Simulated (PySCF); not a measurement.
SMILES C[SiH2]O[Si](C)(O)O (C2H10O3Si2), GFN2-xTB optimised geometry.

```
17

Si    -0.45    -0.68     0.00
C     -1.17    -1.70     1.43
O     -0.80    -1.37    -1.43
Si    -1.89    -1.96    -2.49
C     -2.85    -0.53    -3.27
O     -1.05    -2.88    -3.54
O     -2.98    -2.93    -1.78
H      1.01    -0.68     0.00
H     -1.01     0.68     0.00
H     -0.76    -2.70     1.44
H     -0.97    -1.24     2.39
H     -2.25    -1.80     1.33
H     -3.42    -0.87    -4.13
H     -3.54    -0.09    -2.56
H     -2.18     0.26    -3.61
H     -0.27    -2.53    -3.95
H     -2.74    -3.83    -1.59
```

Density from PBE0/def2-SVP run with PySCF at that geometry.

Minimum of the electron density along straight lines between bonded atoms, close to the bond critical point (lines longer than 1.1 times the sum of covalent radii, or with two minima, are not listed):

```json
[
 {"bond": "Si1–C2", "length / Å": "1.896", "ρ at the minimum / e bohr⁻³": "0.113", "∇²ρ there / e bohr⁻⁵": "0.31", "position (fraction from the first atom)": "0.38"},
 {"bond": "Si1–O3", "length / Å": "1.622", "ρ at the minimum / e bohr⁻³": "0.126", "∇²ρ there / e bohr⁻⁵": "1.10", "position (fraction from the first atom)": "0.41"},
 {"bond": "O3–Si4", "length / Å": "1.632", "ρ at the minimum / e bohr⁻³": "0.124", "∇²ρ there / e bohr⁻⁵": "1.04", "position (fraction from the first atom)": "0.59"},
 {"bond": "Si4–C5", "length / Å": "1.888", "ρ at the minimum / e bohr⁻³": "0.117", "∇²ρ there / e bohr⁻⁵": "0.32", "position (fraction from the first atom)": "0.38"},
 {"bond": "Si4–O6", "length / Å": "1.631", "ρ at the minimum / e bohr⁻³": "0.130", "∇²ρ there / e bohr⁻⁵": "1.07", "position (fraction from the first atom)": "0.41"},
 {"bond": "Si4–O7", "length / Å": "1.620", "ρ at the minimum / e bohr⁻³": "0.133", "∇²ρ there / e bohr⁻⁵": "1.13", "position (fraction from the first atom)": "0.41"},
 {"bond": "Si1–H8", "length / Å": "1.465", "ρ at the minimum / e bohr⁻³": "0.119", "∇²ρ there / e bohr⁻⁵": "0.32", "position (fraction from the first atom)": "0.49"},
 {"bond": "Si1–H9", "length / Å": "1.467", "ρ at the minimum / e bohr⁻³": "0.118", "∇²ρ there / e bohr⁻⁵": "0.32", "position (fraction from the first atom)": "0.49"},
 {"bond": "C2–H10", "length / Å": "1.087", "ρ at the minimum / e bohr⁻³": "0.271", "∇²ρ there / e bohr⁻⁵": "-0.96", "position (fraction from the first atom)": "0.62"},
 {"bond": "C2–H11", "length / Å": "1.086", "ρ at the minimum / e bohr⁻³": "0.271", "∇²ρ there / e bohr⁻⁵": "-0.96", "position (fraction from the first atom)": "0.62"},
 {"bond": "C2–H12", "length / Å": "1.087", "ρ at the minimum / e bohr⁻³": "0.271", "∇²ρ there / e bohr⁻⁵": "-0.97", "position (fraction from the first atom)": "0.63"},
 {"bond": "C5–H13", "length / Å": "1.085", "ρ at the minimum / e bohr⁻³": "0.272", "∇²ρ there / e bohr⁻⁵": "-0.98", "position (fraction from the first atom)": "0.63"},
 {"bond": "C5–H14", "length / Å": "1.084", "ρ at the minimum / e bohr⁻³": "0.272", "∇²ρ there / e bohr⁻⁵": "-0.97", "position (fraction from the first atom)": "0.62"},
 {"bond": "C5–H15", "length / Å": "1.086", "ρ at the minimum / e bohr⁻³": "0.271", "∇²ρ there / e bohr⁻⁵": "-0.96", "position (fraction from the first atom)": "0.62"},
 {"bond": "O6–H16", "length / Å": "0.952", "ρ at the minimum / e bohr⁻³": "0.357", "∇²ρ there / e bohr⁻⁵": "-2.45", "position (fraction from the first atom)": "0.82"},
 {"bond": "O7–H17", "length / Å": "0.954", "ρ at the minimum / e bohr⁻³": "0.355", "∇²ρ there / e bohr⁻⁵": "-2.46", "position (fraction from the first atom)": "0.82"}
]
```
